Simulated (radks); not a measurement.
Initial-state core-level shifts of neutral sulfur when its valence configuration changes from [Ne] 3s2 3p4. Method: Dirac Kohn-Sham, PBE, spin-unpolarised, spherical densities, point nucleus; open shells fill j = l - 1/2 first; computed with a radial shooting solver on a logarithmic mesh with Libxc functionals. Shifts are changes of the shell-averaged eigenvalues in eV (positive: less bound).

valence          1s      2s      2p
3s1 3p5      -1.492  -1.455  -1.441
3s1.5 3p4.5  -0.757  -0.737  -0.731
3p6          -2.900  -2.836  -2.807
3s0.5 3p5.5  -2.205  -2.154  -2.132
